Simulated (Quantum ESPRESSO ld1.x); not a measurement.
Task: Radial electron density D(r) = 4 pi r^2 rho(r) of an atom or ion with 11 electrons. Method: non-relativistic Kohn-Sham, PBE, spin-unpolarised, spherical densities, point nucleus; computed with ld1.x of Quantum ESPRESSO 7.5.

r (bohr)  D(r) (e/bohr)
0.009121          2.471
0.01178           3.767
0.0151            5.527
0.01935           7.859
0.02499           10.83
0.03203           14.04
0.04104           17.05
0.05301           19.15
0.06793           19.43
0.08706           17.76
0.1125            14.93
0.1441            13.09
0.1861            13.87
0.2385            16.78
0.3057            18.93
0.3949            17.22
0.506             11.83
0.6484            5.959
0.8376            2.426
1.073             1.347
1.375            0.9053
1.777            0.3945
2.277           0.08950
2.941          0.007863
3.769         0.0002513

What is the nuclear charge?

Result: Z = 17. The innermost maximum, from 1s, lies near 1/Z = 0.0588 bohr (found: 0.0622), and its height grows with Z. The density is that of the chlorine ion Cl6+ in [Ne] 3s1; the configuration itself is not fixed sharply by these data, and Z only to about a unit. D(r) has 2 maxima, at r = 0.0622, 0.318 bohr, and minima at 0.154 bohr, inside which lie 2.18 electrons.
